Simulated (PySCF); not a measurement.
H9Si4, doublet, geometry from GFN2-xTB. Base run: CAMB3LYP/STO-3G run with PySCF.

Input for PySCF:
```python
from pyscf import gto, scf, dft

mol = gto.M(
    atom='''
Si   -0.08763084    2.26285489   -0.27985363
Si   -0.04621024   -0.01951048   -0.46716994
Si   -1.84101328   -1.23982797    0.39113207
Si    1.99710993   -0.86192813    0.24454760
H    -1.30277207    3.04123277   -0.54643716
H     0.48262394    2.89054905    0.91755976
H    -0.10284730   -0.23965091   -1.93922649
H    -1.84764775   -2.67196456    0.07968125
H    -3.11411959   -0.70240098   -0.09560459
H    -1.86990566   -1.12562137    1.85282769
H     2.12341897   -2.30776778    0.05298460
H     3.13661569   -0.25179273   -0.43895756
H     2.18305550   -0.61482015    1.67598739
''',
    basis='sto-3g',
    spin=1,
    verbose=4,
)

mf = dft.UKS(mol)
mf.xc = 'camb3lyp'
mf.kernel()
mf.analyze()
```

Variants of this job, named by their change:

```tsv
change	E (Eh)	HOMO (eV)	dipole (D)	<S^2>	core-seconds (rough)
base	-1149.82157	-3.98	0.32	0.751	10
functional = bhandhlyp	-1149.91439	-3.77	0.36	0.752	7
functional = b3lyp	-1149.93429	-2.45	0.34	0.751	7
functional = pbe; dispersion = d4	-1149.25710	-1.48	0.30	0.752	7
functional = revpbe	-1149.66304	-1.52	0.33	0.752	8
functional = blyp	-1149.74291	-1.32	0.33	0.751	6
functional = r2scan	-1149.82023	-1.86	0.36	0.753	10
functional = hf	-1147.63599	-5.68	0.47	0.756	0.6
functional = bp86	-1149.95995	-1.57	0.31	0.751	6
functional = scan	-1149.98363	-1.91	0.36	0.752	10
functional = pbe0; dispersion = d4	-1149.44813	-2.72	0.31	0.752	7
functional = b97m_v	-1149.80418	-1.69	0.39	0.753	200
functional = hse06	-1149.49432	-2.33	0.32	0.752	20
```

Absolute energies of different levels of theory aren't comparable as measures of quality.

Open shells are given as the SCF converged; they aren't shown to be the lowest states, and a large step between rows can be another state.
